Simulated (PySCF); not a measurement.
Compound: C₇H₉F₃S.
SMILES with atom numbers: `[CH3:1][C@@H:2]1[CH2:3][C:4](=[S:5])[CH2:6][C@@H:7]1[C:8]([F:9])([F:10])[F:11]` (hydrogens: H12, H13, H14 on C1; H15 on C2; H16, H17 on C3; H18, H19 on C6; H20 on C7)

The calculation used PBE0-D3(BJ)/def2-SVP geometry optimisation, gas phase (PySCF 2.14.0).

Task: What internal coordinates does the optimisation give?

Result: 
```json
{"bond": "C1–C2", "length (bohr)": "2.881", "order": "single"}
{"bond": "C2–C3", "length (bohr)": "2.899", "order": "single"}
{"bond": "C3–C4", "length (bohr)": "2.849", "order": "single"}
{"bond": "C4=S5", "length (bohr)": "3.059", "order": "double"}
{"bond": "C4–C6", "length (bohr)": "2.853", "order": "single"}
{"bond": "C6–C7", "length (bohr)": "2.891", "order": "single"}
{"bond": "C7–C8", "length (bohr)": "2.849", "order": "single"}
{"bond": "C8–F9, C8–F10, C8–F11", "length (bohr)": "2.529", "order": "single"}
{"bond": "C2–C7", "length (bohr)": "2.919", "order": "single"}
{"bond": "C1–H12, C1–H13, C1–H14", "length (bohr)": "2.079", "order": "single"}
{"bond": "C2–H15", "length (bohr)": "2.080", "order": "single"}
{"bond": "C3–H16", "length (bohr)": "2.077", "order": "single"}
{"bond": "C3–H17", "length (bohr)": "2.090", "order": "single"}
{"bond": "C6–H18", "length (bohr)": "2.085", "order": "single"}
{"bond": "C6–H19", "length (bohr)": "2.077", "order": "single"}
{"bond": "C7–H20", "length (bohr)": "2.084", "order": "single"}
```

Bonds in one row agree within 0.02 bohr and their mean is given. Orders are formal, as drawn. A selection of angles:
```json
{"angle": "C1–C2–C3", "degrees": "111.4"}
{"angle": "C1–C2–C7", "degrees": "115.1"}
{"angle": "C3–C2–C7", "degrees": "100.6"}
{"angle": "C2–C3–C4", "degrees": "105.7"}
{"angle": "C3–C4–S5", "degrees": "126.4"}
{"angle": "C3–C4–C6", "degrees": "107.9"}
{"angle": "S5–C4–C6", "degrees": "125.7"}
{"angle": "C4–C6–C7", "degrees": "104.8"}
{"angle": "C6–C7–C8", "degrees": "114.0"}
{"angle": "C2–C7–C6", "degrees": "104.7"}
{"angle": "C2–C7–C8", "degrees": "116.5"}
{"angle": "C7–C8–F9", "degrees": "110.7"}
{"angle": "C7–C8–F10", "degrees": "112.8"}
{"angle": "F9–C8–F10", "degrees": "106.9"}
```

Dihedral angles: C1–C2–C3–C4 -86° (synclinal); C2–C3–C4–S5 161° (antiperiplanar); C3–C4–C6–C7 -6° (synperiplanar); C4–C6–C7–C8 158° (antiperiplanar); C6–C7–C8–F9 67° (synclinal); C1–C2–C7–C6 80° (synclinal).

The 7 C–C bonds span 1.507 Å (C3–C4, drawn single) to 1.544 Å (C2–C7, drawn single), a spread of 0.037 Å. The 5-membered ring C2–C3–C4–C6–C7 has internal angles of 100.6° to 107.9° (sum 524°, against 540° for a flat polygon); it is puckered, 0.18 Å rms from its mean plane, widest ring torsion 40°. All 3 C–F bonds measure 1.338 to 1.339 Å. Of the pairs four or more bonds apart, C1···F10 is among the closest relative to their van der Waals radii: 2.92 Å, 92 % of the sum of Bondi's values.

Point group: C1 (no symmetry element, even within 0.4 Å). No PBE0-D3(BJ)/def2-SVP frequencies stand behind this structure, so it isn't proved a minimum. One conformer, not necessarily the lowest.
